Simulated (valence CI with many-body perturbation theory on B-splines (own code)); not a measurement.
**Eu⁴⁸⁺ in three bases**

Calculated by valence CI with perturbative core correlation (CI+MBPT): five valence electrons over a frozen Dirac-Fock core [Ne], radial functions for each j: 9 s, 9 p, 8 d, 6 f, 3 g, 1 h, with the one-electron correlation potential Σ1, the two-electron term Σ2, the three-electron term Σ3, Breit, model QED; selected CI, second order for the rest, scaled by the run's own slope (own B-spline code, finite nucleus).

The last digits are not significant, and no measured levels were compared; by estimate large intervals hold to a few tenths of a per cent, small ones and those within an open d or f shell to about a per cent. Among the levels kept, up to 1200 cm⁻¹ of a level comes from second order outside the variational space, and about a tenth of that is noise between levels of different J, which matters for small intervals.

The reference run has the lowest level (3s^2 3p1/2^2 3p3/2) J=3/2 and an ionisation energy of 4133.72 eV. Its largest variational space holds 20000 state functions.

Levels are named by their leading jj configuration (3d3/2^4 stands for four electrons in 3d with j = 3/2), which in mixed levels can hold well under half, so a name can repeat and another be missing. Letters in brackets count levels of one name in rising energy.

Changed runs:
A. basis 6 s, 6 p, 5 d, 3 f, 1 g
B. basis 5 s, 5 p, 4 d, 2 f

Excitation energies of the reference run in cm⁻¹, and shifts in cm⁻¹:

```
                             Level  Reference       A      B
        (3s^2 3p1/2 3p3/2^2) J=3/2    1242820    -123   -385
        (3s^2 3p1/2 3p3/2^2) J=5/2    1322510     +22   +127
        (3s^2 3p1/2 3p3/2^2) J=1/2    1422350     +63   +271
        (3s^2 3p1/2^2 3d3/2) J=3/2    1503160    +327   +742
        (3s^2 3p1/2^2 3d5/2) J=5/2    1880190    +364   +817
        (3s 3p1/2^2 3p3/2^2) J=5/2    2342900     -88   -229
        (3s 3p1/2^2 3p3/2^2) J=3/2    2539350    +7.2    -42
        (3s 3p1/2^2 3p3/2^2) J=1/2    2540690     -12    +25
              (3s^2 3p3/2^3) J=3/2    2677310     -37    -42
(3s^2 3p1/2 3p3/2 3d3/2) J=5/2 [a]    2734310    +214   +357
(3s^2 3p1/2 3p3/2 3d3/2) J=3/2 [a]    2750950    +162   +250
(3s^2 3p1/2 3p3/2 3d3/2) J=1/2 [a]    2752940    +122   +110
            Ionisation energy (eV)    4133.72  -0.041  -0.15
```
